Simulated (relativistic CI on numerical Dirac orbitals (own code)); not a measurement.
d1 to d9 in one octahedral field

Computed with a parametric ligand-field model without spin-orbit coupling, by exact diagonalisation: B = 540, C = 2640, 10Dq = 21200 cm⁻¹ (Oh; |10Dq|/B = 39.3) for every shell. Energies in cm⁻¹; the field energy is (0.6 n_e − 0.4 n_t2) × 10Dq of the ground term; g labels are left out. So small a B with so large a field is typical of 4d and 5d ions, where spin-orbit coupling, left out here, reaches 1,000 to 4,000 cm⁻¹.

| Shell | Ground term | Electrons in e | Field energy | First spin-allowed bands | Lowest term of other spin |
| --- | --- | --- | --- | --- | --- |
| d1 | 2T2 | 0.000 | -8480 | 2E 21200 |  |
| d2 | 3T1 | 0.015 | -16647 | 3T2 19977, 3T1 26854 | 1T2 8749 |
| d3 | 4A2 | 0.000 | -25440 | 4T2 21200, 4T1 27061 | 2E 12095 |
| d4 | 3T1 | 0.026 | -33369 | 3E 18825, 3T1 19514 | 5E 5516 |
| d5 | ? | ? | ? | ? | ? |
| d6 | 1A1 | 0.037 | -50086 | 1T1 19408, 1T2 26745 | 3T1 13823 |
| d7 | 2E | 1.026 | -37605 | 2T1 19266, 2T2 19904 | 4T1 8852 |
| d8 | 3A2 | 2.000 | -25440 | 3T2 21200, 3T1 27061 | 1E 9519 |
| d9 | 2E | 3.000 | -12720 | 2T2 21200 |  |

Problem. Fill in the row of d5.

Solution. Ground term: 2T2; Electrons in e: 0.047; Field energy: -41408; First spin-allowed bands: 2A2 18149, 2T1 18325; Lowest term of other spin: 4T1 9112. Low spin: d4, d5, d6, d7; the other shells keep the spin of the free ion. Only d4 to d7 can choose; the field needed to pair spins is smallest for d6 and largest for d5, which loses most exchange energy. In the strong-field picture 10Dq must exceed about 6B + 5C = 16440 (d4), 7.5B + 5C = 17250 (d5), 2.5B + 4C = 11910 (d6) and 4B + 4C = 12720 (d7); mixing of terms shifts these bounds somewhat.
